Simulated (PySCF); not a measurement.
Mg (magnesium, neutral) across methods

[Ne] 3p2, high-spin 3P determinant (an excited configuration). Computed with PySCF 2.14 in aug-cc-pVDZ-DK, with the spin-free X2C one-electron Hamiltonian (Gaussian nucleus).

| method | E (hartree) | mean ε 2p α (eV) | mean ε 2p β (eV) | mean ε 3p α (eV) | Σ⟨r²⟩ (bohr²) | ⟨S²⟩ |
| --- | --- | --- | --- | --- | --- | --- |
| LC-wPBE | -200.0434 | -56.230 | -56.119 | -5.158 | 41.49 | 2.000 |
| BLYP | -200.1454 | -50.223 | -50.129 | -2.793 | 40.75 | 2.000 |
| r2SCAN0 | -200.1033 | -55.549 | -55.407 | -3.595 | 41.62 | 2.000 |
| PBE | -200.0207 | -50.214 | -50.083 | -3.028 | 40.75 | 2.000 |
| LDA | -199.1839 | -50.285 | -50.155 | -3.001 | 40.93 | 2.000 |
| PBE0 | -200.0335 | -54.459 | -54.297 | -3.572 | 41.33 | 2.000 |
| r2SCAN | -200.1145 | -51.755 | -51.645 | -3.109 | 41.16 | 2.000 |
| B3LYP | -200.1534 | -53.766 | -53.638 | -3.371 | 41.03 | 2.000 |

Estimate the same row for UHF.

E (hartree) = -199.68208; mean ε 2p α (eV) = -66.109; mean ε 2p β (eV) = -65.872; mean ε 3p α (eV) = -4.833; Σ⟨r²⟩ (bohr²) = 44.43; ⟨S²⟩ = 2.000.
